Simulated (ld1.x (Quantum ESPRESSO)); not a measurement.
Before and after: TM potential for hydrogen

ld1.x (Quantum ESPRESSO) 7.5 input, shortened:

```
&input
   title='H', zed=1., rel=1, dft='PBESOL', iswitch=3,
   config='1s1 2p-2'
 /
 &inputp
   pseudotype=2, tm=.true., lloc=0,
   nlcc=.false.
 /
2
2P  2  1  -2.00  -0.10  1.00  1.00  0.0
1S  1  0   1.00   0.00  1.15  1.15  0.0
 &test
   configts(1)='1s1'
 /
```

All-electron outer shells of the reference configuration (PBEsol, scalar-relativistic, ld1.x):

```
shell  level (eV)  outermost node (bohr)  outermost maximum (bohr)
   1s       -6.33                      –                      1.05
```

Change: wave 1s (bound): rc 1.15 bohr becomes 1s (bound): rc 1.02 bohr.

Cutoffs: the cutoffs (Ry, on a coarse ladder) from which the occupation-weighted sum of valence levels, in a spherical-Bessel basis at the reference potential, stays within 10 and 1 mRy of its value at 400 Ry; they do not see the model core or the augmentation charge, which bear on the density cutoff. Errors are all-electron minus pseudo energies relative to the spin-unpolarised reference configuration.

**Question.** What does the change do?

**Answer.** The potential gets harder (21 Ry and 40 Ry → 25 Ry and 45 Ry); neither file shows a bound ghost. A smaller radius makes the pseudo-wave follow the all-electron one further in, where it bends more sharply, so more plane waves are needed.

```json
{"quantity": "cutoff, loose", "base": "21 Ry", "changed": "25 Ry"}
{"quantity": "cutoff, tight", "base": "40 Ry", "changed": "45 Ry"}
{"quantity": "bound ghosts", "base": "none", "changed": "none"}
{"quantity": "error for 1s0.5, meV [ΔE 4.66 eV]", "base": "+1.9", "changed": "+1.4"}
```
